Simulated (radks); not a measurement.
Ca IV, configuration [Ne] 3s2 3p5. Calculated with a radial shooting solver on a logarithmic mesh with Libxc functionals: scalar-relativistic Kohn-Sham, PBE, spin-polarised, spherical densities, point nucleus; open shells are filled with parallel spins first.

Normalised radial functions P(r) = r R(r), r in bohr:

r	2p up	3s up
0.003556	0.0033	0.0639
0.004485	0.0052	0.0789
0.005701	0.0082	0.0975
0.00719	0.0127	0.1189
0.009067	0.0197	0.1438
0.01153	0.0308	0.1731
0.01454	0.0473	0.2041
0.01833	0.0721	0.2362
0.0233	0.1104	0.2677
0.02939	0.1649	0.2919
0.03706	0.2427	0.3036
0.04712	0.3553	0.2936
0.05942	0.5018	0.2525
0.07494	0.6893	0.1713
0.09526	0.9232	0.0402
0.1201	1.1733	-0.1265
0.1515	1.4169	-0.3106
0.1926	1.6133	-0.4749
0.2429	1.6937	-0.5489
0.3063	1.6227	-0.4806
0.3894	1.3822	-0.2290
0.4911	1.0334	0.1597
0.6193	0.6573	0.5926
0.7873	0.3361	0.9410
0.9929	0.1379	1.0569
1.252	0.0421	0.9268
1.592	0.0084	0.6298
2.007	0.0011	0.3346
2.532	0.0001	0.1334
3.218	0.0000	0.0355
4.059	0.0000	0.0063

2p up: eigenvalue -370.68 eV, 0 radial nodes, <r> = 0.327 bohr, 90 % of the charge inside 0.540 bohr. 3s up: eigenvalue -80.022 eV, 2 radial nodes at r = 0.101, 0.450 bohr, <r> = 1.12 bohr, 90 % of the charge inside 1.67 bohr.
